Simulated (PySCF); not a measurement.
Computed properties of HfO, SMILES [Hf]=[O], multiplicity 1

HfO, SMILES [O]=[Hf], multiplicity 1. Geometry optimised at PBE0-D3(BJ)/def2-TZVPD. The multiplicity is an assumed one; other spin states were not compared. The def2 effective core potentials stand for the cores of Hf; spin–orbit coupling is left out. Other conformers were not sampled. All values are computed for the isolated molecule unless a solvent is named; none is compared with measurement here.

**Structure.** The optimised structure has C∞v symmetry. All 1 harmonic modes at PBE0-D3(BJ)/def2-TZVPD (PySCF) are real, so it is a minimum.

**Vibrations.** The strongest infrared lines (harmonic, unscaled, degenerate partners summed) lie at 997 cm⁻¹ (139 km/mol, O 92 %, Hf 8 %). The softest mode is at 997 cm⁻¹ and the zero-point energy is 1.4 kcal/mol.

**Electronic structure.** M06-2X/def2-TZVPD (PySCF) places the frontier levels at -6.42 and -1.18 eV, a gap of 5.24 eV, and gives a dipole moment of 3.48 D and a mean polarisability of 98.6 bohr³.

**Excitations.** TDA-PBE0/def2-TZVPD (PySCF) has S1 at 2.03 eV (611 nm, f = 0.000, dark); the most intense of the 10 singlets computed lies at 5.01 eV (f = 0.84). Strengths of degenerate partners are summed. T1 (TDA) is at 0.80 eV, 1.23 eV under S1.
